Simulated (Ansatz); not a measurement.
`OC1=N[SiH2]N1`, relaxed with RKS PBE-D4/def2-SVP in Ansatz from a rough embedded geometry. The force threshold is 0.03 eV/Å; the program also tests the step.

The species carries charge 0 and has multiplicity 1.

Start:

```xyz
9

O    -0.593   -1.848    0.646
C    -0.378   -0.691    0.177
N    -1.067    0.383    0.303
Si    0.259    1.258   -0.402
N     0.714   -0.339   -0.526
H    -1.495   -1.885    1.094
H     1.100    2.004    0.488
H    -0.140    1.749   -1.757
H     1.599   -0.631   -0.023
```

(1) By how much does the energy fall, and how many steps does the optimiser take? (Estimate.)

(2) Which bonds change most? (Estimate.)

(3) Give the relaxed structure. (An estimate is asked.)

Results:

(1) Ansatz gave: 119.78 kJ/mol, in 12 steps, 3 of them rejected.

(2) Ansatz gave: Si4–N5 from 1.664 to 1.803 Å; O1–C2 from 1.267 to 1.341 Å; Si4–H7 from 1.434 to 1.500 Å; C2–N5 from 1.346 to 1.389 Å.

(3) Ansatz gave: 
```xyz
9

O    -0.606   -1.900    0.705
C    -0.358   -0.664    0.248
N    -1.170    0.369    0.313
Si    0.179    1.282   -0.402
N     0.852   -0.391   -0.377
H    -1.501   -1.849    1.103
H     0.902    2.248    0.491
H     0.011    1.869   -1.772
H     1.693   -0.965   -0.310
```
